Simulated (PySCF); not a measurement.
Cs₂O: from structure and modes to constants

Level of theory: B3LYP in PySCF with O def2-TZVP, Cs def2-TZVP with ECP46; scalar-relativistic core potentials, no spin–orbit coupling; density-fitted integrals.

The singlet minimum has D∞h symmetry. Masses (u): O 15.99492, Cs 132.90545.

```xyz
3
charge 0 multiplicity 1, angstrom
O     0.0000    0.0000    0.0000
Cs    0.0000    0.0000    2.4177
Cs    0.0000    0.0000   -2.4177
```

Harmonic wavenumbers (cm⁻¹): 71.3 (πu, ×2), 129.1 (σg+, ×1), 483.3 (σu+, ×1).

Question: Find the principal moments of inertia and the rotational constants. What kind of rotor is it?

Answer: About the centre of mass I = 1553.7 u Å². With B = 16.8576/I this gives 0.01085 cm⁻¹. The molecule is linear.

Question: Find the vibrational entropy and heat capacity at 298.15 K.

Answer: With u = 1.43878 ω/T, each mode gives S = R[u/(eᵘ−1) − ln(1−e⁻ᵘ)] and C = R u² eᵘ/(eᵘ−1)².
```json
{"ω (cm⁻¹)": "71.3 (×2)", "u": "0.344", "S (J/(mol K))": "17.23", "C (J/(mol K))": "8.23"}
{"ω (cm⁻¹)": "129.1", "u": "0.623", "S (J/(mol K))": "12.38", "C (J/(mol K))": "8.05"}
{"ω (cm⁻¹)": "483.3", "u": "2.332", "S (J/(mol K))": "2.93", "C (J/(mol K))": "5.38"}
```
The sums over all modes are S = 49.8 and C = 29.9 J/(mol K); the softest mode gives 35 % of the entropy (each member, where degenerate).

Question: Give the standard entropy (298.15 K, 1 bar) by its translational, rotational, vibrational and spin parts, and Cp.

Answer: Sackur–Tetrode with M = 281.81 u gives 179.2; rotation with symmetry number 2 gives 84.5; vibration 49.8; spin R ln 1 = 0.0. The total is 313.5 J/(mol K), and Cp = 7/2 R + 29.9 = 59.0 J/(mol K).

Question: Find the bond force constant k and the stretch–stretch coupling k′ of the valence force field.

Answer: For linear XMX, 4π²c²ω(σg)² = (k + k′)/mX and 4π²c²ω(σu)² = (k − k′)(1 + 2mX/mM)/mX. So k + k′ = 1.305 and k − k′ = 1.038 mdyn/Å, giving k = 1.172 and k′ = 0.133 mdyn/Å.

Other isomers or separated fragments may lie lower.
